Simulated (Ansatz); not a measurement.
Consider the cleavage of the Ga–Sn bond: `[F][Ga]([Br])[SnH3]` + HBr → `[F][Ga]([Br])[Br]` + `[SnH4]`.

Computed with Ansatz on PBE0-D4/def2-TZVP structures; ΔE is electronic, products minus reactants. CCSD(T)/CBS is the MP2 limit (def2-TZVPP, def2-QZVPP) plus CCSD(T) − MP2 in def2-TZVPP, frozen cores. Functionals use def2-TZVPP. Elements past krypton have def2 core potentials. For Br, Ga, Sn outer-core shells are correlated without core-valence functions, which leaves a few kJ/mol of doubt a bond. Scalar relativity is left out up to krypton.

| species | r2SCAN0-D4 energy (Eh) |
| --- | --- |
| `[F][Ga]([Br])[SnH3]` | -4815.05185 |
| HBr | -2574.74036 |
| `[F][Ga]([Br])[Br]` | -7173.09569 |
| `[SnH4]` | -216.71576 |

(1) Work out ΔE.

Largest T1 diagnostic among the species: 0.013.

Answers

(1) ΔE = (-7173.09569) + (-216.71576) − (-4815.05185) − (-2574.74036) = -0.01924 Eh = -12.1 kcal/mol. CCSD(T)/CBS gives -9.8 kcal/mol.

Leaving LDA and LC-ωPBE aside and taking each functional with its dispersion term where it has one, the values, not all of them listed here, spread over 5.3 kcal/mol, from B97M-V to PBE-D4. At CCSD(T), def2-SVP lies −3.0 kcal/mol from the extrapolated value and def2-TZVPP −2.2 kcal/mol. In def2-TZVPP, CCSD(T) changes the Hartree–Fock value by +4.4 kcal/mol (the triples alone add +0.3 kcal/mol) and MP2 by +4.1 kcal/mol.
